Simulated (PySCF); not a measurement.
How methods differ on the ionisation energy of Ag³⁴⁺

Ag³⁴⁺ [Ne] 3s2 3p1 (2P) → Ag³⁵⁺ [Ne] 3s2 (1S), as a difference of total energies. Calculation: PySCF 2.14, in an even-tempered Gaussian basis (18 s from 5 bohr⁻², ratio 2.5; 12 p from 6.5 bohr⁻², ratio 2.5; 5 d from 27 bohr⁻², ratio 2.7; 4 f from 41 bohr⁻², ratio 2.7); the spin-free X2C one-electron Hamiltonian (Gaussian nucleus). Correlated levels: outer shells: 1s2 frozen; virtual orbitals above 40 to 60 times the deepest correlated orbital energy dropped. The calculations carry no spin-orbit coupling.

```
                method  ionisation energy (eV)
                   UHF                  2121.8
    MP2 (outer shells)                  2122.4
SCS-MP2 (outer shells)                  2122.2
   CCSD (outer shells)                  2122.3
CCSD(T) (outer shells)                  2122.3
```

A first-order spin-orbit estimate (lowest level to lowest level, LS coupling) adds 27.652 eV.

Breit and QED terms and the two-electron picture change are absent.

For comparison: 2131 ± 10 eV (semi-empirical (NIST evaluation); NIST Atomic Spectra Database, ionization energies).
